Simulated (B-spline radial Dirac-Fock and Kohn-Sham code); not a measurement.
The computed values come from a radial finite-basis atomic code: Dirac-Fock densities.

Question: This computed X-ray form factor belongs to an atom or ion in its tabulated ground configuration. Which?

```
sin θ/λ (Å⁻¹)      f₀
         0.13  22.764
          0.2  22.448
         0.32  21.624
          0.4  20.904
         0.64  18.169
         2.04   6.403
         2.57   5.256
         4.09   3.014
         5.15   2.019
```

Answer: Pd²³⁺, with 23 electrons in [Ar] 3d5. f₀ tends to the number of electrons as s goes to zero, which the first rows give only roughly, and the rate of fall reflects the nuclear charge, 46.
